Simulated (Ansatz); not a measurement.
The cluster Nb2O4⁻. Total charge -1; doublet. Geometry PBE0-D4/def2-SVPD.

```
atom   x (Å)   y (Å)   z (Å)
 Nb1   0.886  -0.293   0.524
 Nb2  -1.436  -0.090  -1.312
  O3   1.866  -1.729   0.684
  O4   1.605   1.093   1.302
  O5  -1.826   1.534  -1.709
  O6  -1.094  -0.516   0.510
```

In the def2 sets Nb takes a core potential; there is no spin–orbit coupling. At PBE-D4/def2-TZVPD, revPBE-D4/def2-TZVPD, r2SCAN-D4/def2-TZVPD, PBE0-D4/def2-TZVPD the charge -1 doublet is spin-contaminated (final ⟨S²⟩ up to 1.08, 0.75 for a pure state). No other spin state of charge -1 was run. The structure comes from a short search, and lower isomers may exist.

(1) Estimate the α-spin orbital energies around the gap (eV) in Ansatz with LDA (SPW92)/def2-TZVPD, PBE-D4/def2-TZVPD, revPBE-D4/def2-TZVPD, r2SCAN-D4/def2-TZVPD, PBE0-D4/def2-TZVPD.

Results:

(1) 
```
orbital  LDA (SPW92)/def2-TZVPD  PBE-D4/def2-TZVPD  revPBE-D4/def2-TZVPD  r2SCAN-D4/def2-TZVPD  PBE0-D4/def2-TZVPD
 HOMO−9                   -4.60              -4.31                 -4.21                 -4.57               -5.81
 HOMO−8                   -4.38              -4.14                 -4.05                 -4.46               -5.66
 HOMO−7                   -4.21              -3.94                 -3.84                 -4.21               -5.38
 HOMO−6                   -4.16              -3.90                 -3.80                 -4.16               -5.32
 HOMO−5                   -3.52              -3.26                 -3.17                 -3.52               -4.64
 HOMO−4                   -3.33              -3.07                 -2.98                 -3.36               -4.49
 HOMO−3                   -2.95              -2.72                 -2.64                 -3.00               -4.18
 HOMO−2                   -2.25              -2.03                 -1.95                 -2.32               -3.53
 HOMO−1                   -1.22              -0.99                 -0.90                 -1.22               -1.91
   HOMO                   -0.25              -0.19                 -0.14                 -0.61               -1.52
   LUMO                   -0.01               0.27                  0.38                  0.38                0.98
 LUMO+1                    0.46               0.79                  0.92                  0.99                1.59
 LUMO+2                    0.96               1.24                  1.36                  1.40                2.12
 LUMO+3                    2.04               2.29                  2.39                  2.47                2.90
 LUMO+4                    2.30               2.48                  2.54                  2.73                3.17
 LUMO+5                    2.72               2.84                  2.88                  3.17                3.45
 β HOMO                   -0.96              -0.74                 -0.65                 -1.03               -1.64
 β LUMO                    0.30               0.67                  0.82                  0.85                1.36
```
